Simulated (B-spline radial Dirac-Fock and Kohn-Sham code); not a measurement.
Model: Dirac-Fock orbitals of the configuration average with a finite nucleus. Program: a B-spline atomic structure program.

Q: This computed X-ray form factor belongs to an atom or ion in its tabulated ground configuration. Which?

```
sin θ/λ (Å⁻¹)      f₀
          0.1  13.984
         0.31  13.849
         0.43  13.711
         0.59  13.466
         0.69  13.280
         0.81  13.026
         0.95  12.694
         1.53  11.065
         2.47   8.455
```

A: Hf⁵⁸⁺, with 14 electrons in [Ne] 3s2 3p2. f₀ tends to the number of electrons as s goes to zero, which the first rows give only roughly, and the rate of fall reflects the nuclear charge, 72.
